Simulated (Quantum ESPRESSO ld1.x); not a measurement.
ld1.x (Quantum ESPRESSO 7.5) input

```
 &input
    zed=36.0,
    iswitch=1,
    rel=2,
    dft='SLA-NOC-B88-NOGC',
    config='[Kr]',
    rel_dist='energy',
    verbosity='high',
    lsmall=.true.,
    prefix='ld1',
    max_out_wfc=37,
    file_charge='ld1.rho',
 /
```

Command: `OMP_NUM_THREADS=1 ld1.x < ld1.in > ld1.out`

Output (excerpt):

```
     Program LD1 v.7.5 starts

     --------------------------- All-electron run ----------------------------

     dirac relativistic calculation

     atomic number is 36.00
     dft =SLA-NOC-B88-NOGC   lsd =0 sic =0 latt =0  beta=0.20 tr2=1.0E-14
     Exchange-correlation= SLA-NOC-B88-NOGC
                           (   1   0   1   0   0   0   0)
     mesh =2025 r(mesh) = 100.33164 a.u. xmin = -8.00 dx = 0.00800
     1 Ry =  13.60569312 eV, c = 137.03599908

     n l j   nl                  e(Ry)          e(Ha)          e(eV)
     Spin orbit split results
     1 0 0.5 1S 1( 2.00)   -1040.421943011    -520.210971506 -14155.6616750
     2 0 0.5 2S 1( 2.00)    -136.912697767     -68.456348883  -1862.7921505
     2 1 0.5 2P 1( 2.00)    -123.739583957     -61.869791979  -1683.5628065
     2 1 1.5 2P 1( 4.00)    -119.780172139     -59.890086070  -1629.6922643
     3 0 0.5 3S 1( 2.00)     -19.293183099      -9.646591549   -262.4971286
     3 1 0.5 3P 1( 2.00)     -14.643569625      -7.321784813   -199.2359145
     3 1 1.5 3P 1( 4.00)     -14.061090735      -7.030545368   -191.3108855
     4 0 0.5 4S 1( 2.00)      -1.620444074      -0.810222037    -22.0472648
     4 1 0.5 4P 1( 2.00)      -0.639749300      -0.319874650     -8.7042327
     4 1 1.5 4P 1( 4.00)      -0.593062145      -0.296531073     -8.0690216
     3 2 1.5 3D 1( 4.00)      -5.953974249      -2.976987124    -81.0079465
     3 2 2.5 3D 1( 6.00)      -5.858188816      -2.929094408    -79.7047193
     Averaged results
     1 0     1S 1( 2.00)   -1040.421943011    -520.210971506 -14155.6616750
     2 0     2S 1( 2.00)    -136.912697767     -68.456348883  -1862.7921505
     2 1     2P 1( 6.00)    -121.099976079     -60.549988039  -1647.6491117
     3 0     3S 1( 2.00)     -19.293183099      -9.646591549   -262.4971286
     3 1     3P 1( 6.00)     -14.255250365      -7.127625183   -193.9525619
     4 0     4S 1( 2.00)      -1.620444074      -0.810222037    -22.0472648
     4 1     4P 1( 6.00)      -0.608624530      -0.304312265     -8.2807586
     3 2     3D 1(10.00)      -5.896502989      -2.948251494    -80.2260102

     final scf error:  7.6E-15 reached in  34 iterations

     Etot =   -5578.357182 Ry,   -2789.178591 Ha,  -75897.415949 eV

     Ekin =    5731.845526 Ry,    2865.922763 Ha,   77985.731257 eV
     Encl =  -13484.154338 Ry,   -6742.077169 Ha, -183461.265949 eV
     Eh   =    2364.490498 Ry,    1182.245249 Ha,   32170.532112 eV
     Exc  =    -190.538868 Ry,     -95.269434 Ha,   -2592.413368 eV

     normalization and overlap integrals

     s(1S/1S) =  1.000000  <r> =   0.0415  <r2> =    0.0023  r(max) =   0.0271
     LC norm =  0.98292975 + SC norm =  0.01707025 =  1.00000000
     s(2S/2S) =  1.000000  <r> =   0.1832  <r2> =    0.0397  r(max) =   0.1539
     LC norm =  0.99660766 + SC norm =  0.00339234 =  1.00000000
     s(2P/2P) =  1.000000  <r> =   0.1573  <r2> =    0.0304  r(max) =   0.1211
     LC norm =  0.99661124 + SC norm =  0.00338876 =  1.00000000
     s(2P/2P) =  1.000000  <r> =   0.1613  <r2> =    0.0318  r(max) =   0.1240
     LC norm =  0.99669513 + SC norm =  0.00330487 =  1.00000000
     s(3S/3S) =  1.000000  <r> =   0.5304  <r2> =    0.3236  r(max) =   0.4679
     LC norm =  0.99917006 + SC norm =  0.00082994 =  1.00000000
     s(3P/3P) =  1.000000  <r> =   0.5336  <r2> =    0.3335  r(max) =   0.4568
     LC norm =  0.99922181 + SC norm =  0.00077819 =  1.00000000
     s(3P/3P) =  1.000000  <r> =   0.5441  <r2> =    0.3466  r(max) =   0.4679
     LC norm =  0.99924456 + SC norm =  0.00075544 =  1.00000000
     s(4S/4S) =  1.000000  <r> =   1.5724  <r2> =    2.8396  r(max) =   1.3344
     LC norm =  0.99986896 + SC norm =  0.00013104 =  1.00000000
     s(4P/4P) =  1.000000  <r> =   1.9284  <r2> =    4.3987  r(max) =   1.5288
     LC norm =  0.99991061 + SC norm =  0.00008939 =  1.00000000
     s(4P/4P) =  1.000000  <r> =   1.9800  <r2> =    4.6450  r(max) =   1.5659
     LC norm =  0.99991480 + SC norm =  0.00008520 =  1.00000000
     s(3D/3D) =  1.000000  <r> =   0.5539  <r2> =    0.3784  r(max) =   0.4084
     LC norm =  0.99936390 + SC norm =  0.00063610 =  1.00000000
     s(3D/3D) =  1.000000  <r> =   0.5578  <r2> =    0.3838  r(max) =   0.4117
     LC norm =  0.99937043 + SC norm =  0.00062957 =  1.00000000

     LC charge = 35.92573627 + SC charge =  0.07426373 = 36.00000000

     ------------------------ End of All-electron run ------------------------
```

Run on one thread of a shared host, so times are rough (Intel(R) Xeon(R) Processor @ 2.60GHz): 0.69 s of CPU time, 0.73 s wall, 34 iterations on 2025 mesh points.
